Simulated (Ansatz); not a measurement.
**Energy differences in one family of gas-phase species**

Each structure stands at its B3LYP-D3(BJ)/def2-TZVP stationary point, reached from a drawn start (curvature not checked).

(1), F3S (SMILES F[S](F)F) (charge 0, multiplicity 2):
```xyz
4

F     -1.584     0.534     0.349
S     -0.073     0.271    -0.332
F      1.572     0.171    -0.644
F      0.086    -0.975     0.628
```

(2): O atom, charge 0, multiplicity 3.

(3), F2OS (SMILES O=S(F)F) (charge 0, multiplicity 1):
```xyz
4

F      1.03289    -0.16371    -0.92711
S      0.02221     0.50255     0.12864
F     -1.26960    -0.15529    -0.56310
O      0.21460    -0.18356     1.36147
```

(4): F atom, charge 0, multiplicity 2.

(5), F5S (SMILES F[S](F)(F)(F)F) (charge 0, multiplicity 2, Z-matrix in Å and degrees):
```
S
F 1 1.5539
F 1 1.6227 2 91.79
F 1 1.6227 2 91.79 3 180.00
F 1 1.6227 2 91.79 4 -90.00
F 1 1.6227 2 91.79 4 90.00
```

(6), F4OS (SMILES O=S(F)(F)(F)F) (charge 0, multiplicity 1):
| atom | x (Å) | y (Å) | z (Å) |
|---|---|---|---|
| F | -0.4060 | 1.2313 | -0.9411 |
| S | -0.0421 | -0.0859 | -0.0814 |
| F | 1.4185 | 0.4612 | -0.0835 |
| F | 0.4702 | -1.1005 | 1.0650 |
| F | -0.9239 | 0.5467 | 1.0389 |
| O | -0.5166 | -1.0527 | -0.9981 |

(7), F4S (SMILES FS(F)(F)F) (charge 0, multiplicity 1):
```xyz
5

F     -0.8909     0.7563    -1.2330
S     -0.2105    -0.3409    -0.1772
F      1.1862     0.2650    -0.5417
F      0.5659    -1.2826     0.9595
F     -0.6506     0.6022     0.9923
```

```json
[
 {"step": "(1) + (2) → (3) + (4)", "quantity": "reaction energy", "PBE/def2-TZVPP (kcal/mol)": "-68.83", "r2SCAN/def2-TZVPP (kcal/mol)": "-69.15", "PBE0/def2-TZVPP (kcal/mol)": "-69.73", "wB97M-V/def2-TZVPP (kcal/mol)": "-72.61", "CCSD(T)/cc-pV(T+d)Z (kcal/mol)": "-73.61"},
 {"step": "(5) + (2) → (6) + (4)", "quantity": "reaction energy", "PBE/def2-TZVPP (kcal/mol)": "-45.38", "r2SCAN/def2-TZVPP (kcal/mol)": "-44.18", "PBE0/def2-TZVPP (kcal/mol)": "-46.09", "wB97M-V/def2-TZVPP (kcal/mol)": "-49.03", "CCSD(T)/cc-pV(T+d)Z (kcal/mol)": "-49.21"},
 {"step": "(7) + (2) → (6)", "quantity": "reaction energy", "PBE/def2-TZVPP (kcal/mol)": "-94.61", "r2SCAN/def2-TZVPP (kcal/mol)": "-93.94", "PBE0/def2-TZVPP (kcal/mol)": "-90.27", "wB97M-V/def2-TZVPP (kcal/mol)": "-89.92", "CCSD(T)/cc-pV(T+d)Z (kcal/mol)": "-87.76"}
]
```

Right side less left side. No zero-point or thermal terms; singlets are restricted closed shells; open shells are unrestricted; no spin–orbit coupling.

Frozen-core correlation throughout.

Programs: Ansatz (Gaussian basis) for Hartree–Fock, density functionals and correlated methods. All values are computed, each at the level named.

At CCSD(T)/cc-pV(T+d)Z the steps run from -87.76 ((7) + (2) → (6)) to -49.21 kcal/mol ((5) + (2) → (6) + (4)); 3 of 3 are downhill as written. PBE/def2-TZVPP, r2SCAN/def2-TZVPP, PBE0/def2-TZVPP, wB97M-V/def2-TZVPP give the same order. Counted from CCSD(T)/cc-pV(T+d)Z, which is the highest level that all steps share and no exact value, the absolute differences over these 3 steps have mean and median 5.15 and 4.77 (PBE/def2-TZVPP), 5.22 and 5.03 (r2SCAN/def2-TZVPP), 3.17 and 3.12 (PBE0/def2-TZVPP), 1.11 and 1.00 (wB97M-V/def2-TZVPP) kcal/mol; wB97M-V/def2-TZVPP lies nearest by the mean. PBE/def2-TZVPP is furthest off for (7) + (2) → (6), by -6.85 kcal/mol.

The steps were written down ahead of the runs, not picked by their results: 3 of 3 stand here.

Ansatz is a first-principles code.
